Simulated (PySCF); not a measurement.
C3H13NSi2.

```xyz
19

C      1.9215     1.2356    -0.8059
N      1.1476     0.0074    -0.8299
C      0.1234    -0.1646     0.2119
C      0.6834    -0.3713     1.6374
Si    -1.1089     1.2969     0.2119
Si    -0.8518    -1.6967    -0.3751
H      2.4240     1.4610     0.1596
H      2.6981     1.1880    -1.5847
H      1.2779     2.0977    -1.0517
H      1.7782    -0.7963    -0.8176
H      1.2911     0.4893     1.9659
H      1.3269    -1.2692     1.6825
H     -0.1197    -0.5060     2.3814
H     -1.5048     1.6670    -1.1789
H     -2.3246     0.8827     0.9787
H     -0.5295     2.4970     0.8946
H     -1.7875    -2.1894     0.6838
H     -1.6269    -1.3971    -1.6142
H      0.1440    -2.7781    -0.6650
```

The structure is a stationary point at r2SCAN-D4/def2-SVP. The structure was generated by enumeration, and PubChem lists no compound with its InChIKey, so it may never have been made. Other conformers were not sampled.

The numbers are results of PySCF with PBE/pcSseg-1, not measurements. Non-relativistic, no solvent.

Computed absolute GIAO shielding of each atom: isotropic value and principal components (ppm):
```
atom  σ(iso)    σ11    σ22    σ33   span
----  ------  -----  -----  -----  -----
C1     144.6  122.7  132.5  178.5   55.7
N2     200.6  155.7  185.2  261.0  105.3
C3     142.7  113.1  133.7  181.2   68.1
C4     160.2  133.0  162.2  185.3   52.4
Si5    396.4  345.3  383.0  460.8  115.5
Si6    391.2  342.8  370.1  460.8  118.0
H7      28.2   23.4   26.7   34.5   11.0
H8      28.6   24.4   26.1   35.3   10.9
H9      28.9   24.4   27.8   34.4   10.0
H10     31.4   22.0   32.9   39.3   17.3
H11     28.9   24.5   27.9   34.3    9.8
H12     30.5   26.6   28.3   36.7   10.1
H13     30.0   25.8   28.0   36.2   10.4
H14     27.0   24.1   24.6   32.2    8.1
H15     27.2   24.2   25.6   31.9    7.7
H16     27.0   23.8   25.4   31.7    7.9
H17     27.2   23.8   25.1   32.5    8.7
H18     27.2   23.7   25.9   32.0    8.3
H19     27.6   24.5   26.0   32.3    7.8
```
